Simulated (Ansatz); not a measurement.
A run for Ansatz (a program for electronic structure): R-B3LYP/def2-TZVPP on AlClH2O2 (SMILES [OH][Al]([OH])[Cl]), a point of a torsion scan.

Ansatz 0.2 input:
```yaml
crystal:
  periodic: [false, false, false]
  atoms:
    - {symbol: O, position_ang: [-1.12995871, -0.84278437, 0.22082777]}
    - {symbol: Al, position_ang: [0.11711738, 0.22020891, 0.08977642]}
    - {symbol: O, position_ang: [1.39141122, 0.22383230, 1.13380533]}
    - {symbol: Cl, position_ang: [0.15043572, 1.64561180, -1.35165192]}
    - {symbol: H, position_ang: [-1.85653452, -1.41164218, 0.02143636]}
    - {symbol: H, position_ang: [1.86228124, -0.11621593, 1.88022087]}
basis:
  gaussian:
    orbitals: def2-TZVPP
hamiltonian:
  xc: {name: B3LYP}
scf: {lower_state_search: off}
```

The head of its log:

```
WARN ansatz: RAYON_NUM_THREADS=1 ignored (pool sized by the plan → 1); use --threads N
Functional definition: B3LYP
these checks for a lower state are left out or cut short: stability, starts, cluster_reference, orbital_swaps, neighbouring_geometries, increment
integrals: 0.09 GiB planned
1026 factors; their error is unknown
mean field: 0.73 GiB planned
mean field evaluation 1: about -23242.6146 eV, gradient 8.8e1 eV
mean field evaluation 2: about -23210.4847 eV, gradient 1.6e2 eV
```

**Question.** Give the final energy of this run.

**Answer.** -854.5967 hartree.
